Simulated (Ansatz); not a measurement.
`CC(C)[SiH]` + `[OH][In]([OH])[O][SiH3]` → `C[O][In]([OH])[O][SiH3]` + `CC[SiH]`  (substitution at a C–C bond)

Isolated molecules relaxed with PBE0-D4/def2-TZVP in Ansatz; ΔE leaves out vibrations. CCSD(T)/CBS is the MP2 limit (def2-TZVPP, def2-QZVPP) plus CCSD(T) − MP2 in def2-TZVPP, frozen cores. DFT in def2-TZVPP. B3LYP here is the variant with VWN-RPA as its local correlation; programs differ in this. Elements past krypton have def2 core potentials. For In outer-core shells are correlated without core-valence functions, which leaves a few kJ/mol of doubt a bond. Each species was taken in one conformer, which may not be the lowest.

`CC(C)[SiH]`:

```xyz
12

C     0.540    1.313    0.133
C    -0.563    0.296   -0.068
C    -0.105   -1.016   -0.713
Si   -1.179   -0.837    1.327
H     0.179    2.179    0.694
H     1.368    0.878    0.699
H     0.936    1.684   -0.820
H    -1.394    0.722   -0.632
H     0.981   -1.095   -0.751
H    -0.429   -1.941   -0.119
H    -0.549   -1.210   -1.689
H     0.216   -0.974    1.938
```

`[OH][In]([OH])[O][SiH3]`:

```xyz
10

O     0.716    2.233    0.039
In    1.191    0.358    0.432
O     2.927   -0.171    1.171
O    -0.128   -1.058    0.072
Si   -1.641   -1.067   -0.530
H    -0.174    2.307   -0.319
H     3.500    0.587    1.312
H    -2.094    0.320   -0.863
H    -1.703   -1.877   -1.776
H    -2.595   -1.632    0.462
```

`C[O][In]([OH])[O][SiH3]`:

Z-matrix (Å, degrees):
```
C
O 1 1.410
H 1 1.094 2 107.7
H 1 1.097 2 112.7 3 -118.7
H 1 1.097 2 112.9 3 118.7
In 2 1.962 1 120.7 3 -177.6
O 6 1.981 2 119.1 1 0.9
O 6 1.959 2 124.9 1 -179.3
Si 7 1.627 6 138.6 2 -0.3
H 8 0.962 6 110.7 2 -179.7
H 9 1.492 7 111.6 6 -58.5
H 9 1.487 7 109.3 6 -178.5
H 9 1.492 7 111.5 6 61.5
```

`CC[SiH]`:

Z-matrix (Å, degrees):
```
C
C 1 1.523
H 1 1.093 2 111.1
H 1 1.094 2 112.0 3 119.8
H 1 1.092 2 111.0 3 -119.2
Si 2 1.891 1 121.0 3 67.6
H 2 1.111 1 109.8 3 -179.7
H 2 1.095 1 111.7 3 -64.8
H 6 1.532 2 94.7 1 32.0
```

| level | ΔE (kJ/mol) |
| --- | --- |
| r2SCAN-D4 | 66.2 |
| BLYP | 44.7 |
| PBE0 | 66.0 |
| B3LYP | 47.3 |
| BHLYP | 44.9 |
| LC-ωPBE | 65.2 |
| HF/def2-TZVPP | 25.8 |
| HF/def2-QZVPP | 25.7 |

(1) What does CCSD(T)/CBS give? (An estimate is asked.)

Largest T1 diagnostic among the species: 0.016.

## Answers

(1) Ansatz gave: +60.5 kJ/mol. The listed levels differ from it by 5.7, -15.8, 5.5, -13.2, -15.6, 4.7, -34.7, -34.8 kJ/mol.

Leaving LDA and LC-ωPBE aside and taking each functional with its dispersion term where it has one, the values, not all of them listed here, spread over 22.9 kJ/mol, from BHLYP-D4 to PBE-QIDH. LDA lies +17.3 kJ/mol from PBE without D4. In def2-TZVPP, CCSD(T) changes the Hartree–Fock value by +31.8 kJ/mol (the triples alone add +5.2 kJ/mol) and MP2 by +45.2 kJ/mol. At CCSD(T), def2-SVP lies −19.4 kJ/mol from the extrapolated value and def2-TZVPP −2.9 kJ/mol.
